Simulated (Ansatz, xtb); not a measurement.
Two isomers of C7H6Cl2

We compare I, `C=C1C=CC(Cl)=C1CCl`, a singlet, with II, `ClC1=CC=C[C@H](Cl)C=C1`, a singlet. Both are isolated molecules in the gas phase, relaxed with PBE0-D3(BJ)/def2-SVP; the shapes shown needn't be the lowest conformers.

I (Å):

```xyz
15

C    -0.5717    0.5171   -1.3862
C    -0.5784   -0.1670   -0.2289
C    -1.5468   -1.1999    0.1643
C    -1.1924   -1.6740    1.3802
C     0.0115   -0.9568    1.8070
C     0.3935   -0.0459    0.8704
C     1.5335    0.8901    0.9398
Cl    0.7833   -1.2582    3.3066
Cl    2.8078    0.5305   -0.2921
H     0.2161    1.2388   -1.6161
H    -1.3443    0.3498   -2.1411
H    -2.3901   -1.5182   -0.4479
H    -1.6815   -2.4493    1.9685
H     1.2266    1.9285    0.7531
H     2.0163    0.8314    1.9232
```

II (Å):

```xyz
15

C    -0.3146    1.3875   -0.9790
C     0.8084    1.8302   -0.3458
C     1.3275    1.3203    0.8887
C     1.1502    0.0854    1.4136
C     0.4816   -1.0461    0.7164
C    -0.8913   -0.6857    0.2708
C    -1.2092    0.3556   -0.5295
Cl   -0.8368    2.2347   -2.4061
Cl    1.4898   -1.6326   -0.7002
H     1.2934    2.7156   -0.7642
H     1.9516    2.0171    1.4575
H     1.5794   -0.1285    2.3967
H     0.4374   -1.9171    1.3793
H    -1.6999   -1.3533    0.5831
H    -2.2420    0.4421   -0.8779
```

Q: Estimate which is lower in electronic energy at CCSD(T)/def2-SVP + ΔMP2/def2-TZVPP, and by roughly how much.

A: Too close to call at this level: CCSD(T)/def2-SVP + ΔMP2/def2-TZVPP gives E(II) − E(I) = +0.020 eV.

How the difference moves with the method:

```csv
level,geometry,E(II) − E(I) (eV),departure from the last row (eV),"job, with rough time for the two"
GFN2-xTB,GFN2-xTB,−0.053,−0.073,"optimisation, 0.22 s"
HF/STO-3G,GFN2-xTB,+0.128,+0.109,"single point, 0.52 s"
r2SCAN-D4/def2-SVP,GFN2-xTB,−0.011,−0.031,"single point, 4.6 s"
PBE0-D3(BJ)/def2-SVP,PBE0-D3(BJ)/def2-SVP,−0.029,−0.048,"optimisation, 52 s"
HF/def2-SVP,PBE0-D3(BJ)/def2-SVP,+0.115,+0.096,part of the CCSD(T) run
MP2/def2-SVP,PBE0-D3(BJ)/def2-SVP,−0.026,−0.046,part of the CCSD(T) run
CCSD(T)/def2-SVP,PBE0-D3(BJ)/def2-SVP,−0.004,−0.024,single point
CCSD(T)/def2-SVP + ΔMP2/def2-TZVPP,PBE0-D3(BJ)/def2-SVP,+0.020,,"single point, 2.1 min"
```

As drawn, both hold the same kinds of bond in the same numbers. Structure I has a 5-membered ring, II a 7-membered ring.

The largest departure from CCSD(T)/def2-SVP + ΔMP2/def2-TZVPP is that of HF/STO-3G, 0.109 eV. The last row adds to CCSD(T) the change of the MP2 difference between the two basis sets, here +0.024 eV.

With thermal terms from frequencies at re-optimised GFN2-xTB minima (ideal gas, soft modes damped towards free rotors, one conformer each, 298.15 K, 1 atm): on the last row, ΔE + ΔZPE = +0.048, ΔH = +0.033, ΔG = +0.077 eV.

The correlated steps freeze 17 core orbitals. Mirror images aren't counted in ΔG. Programs: Ansatz 0.2.0, xtb 6.7.1; the last row on 4 threads of Arm Neoverse V2 on a shared host.
